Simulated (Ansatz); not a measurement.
System: sum formula H6SiN3O, net charge 0, doublet state. It need not be the lowest isomer of its formula. 
Structure (B3LYP-D3(BJ)/def2-TZVP (Ansatz, a quantum-chemistry and plane-wave program) minimum search):
SMILES: [NH][Si](N)(N)O
```xyz
11

N      1.0542     1.1942     0.7511
Si     0.0084     0.0248    -0.0071
N     -0.7884    -0.9334     1.1651
N      1.0832    -0.8630    -0.9821
O     -1.2540     0.6683    -0.8547
H      0.5540     1.9775     1.1752
H     -1.6781    -0.6613     1.5517
H     -0.2719    -1.5409     1.7792
H      0.8220    -1.6568    -1.5411
H      2.0774    -0.7347    -0.9037
H     -1.0324     1.1378    -1.6622
```
Charge 0, spin multiplicity 2.

Dipole moments at this geometry, in debye (magnitudes).

```csv
level,program,dipole (D)
SVWN5/def2-TZVPD,Ansatz,1.36
B97M-V/def2-TZVPD,Ansatz,0.80
r2SCANh/def2-TZVPD,Ansatz,0.67
r2SCAN0/def2-TZVPD,Ansatz,0.52
wB97M-V/def2-TZVPD,Ansatz,___
CCSD(T)/aug-cc-pV(D+d)Z,Ansatz,___
```

Problem. Some entries are withheld; supply them.

Solution. 
- wB97M-V/def2-TZVPD, dipole (D): 0.49
- CCSD(T)/aug-cc-pV(D+d)Z, dipole (D): 0.50
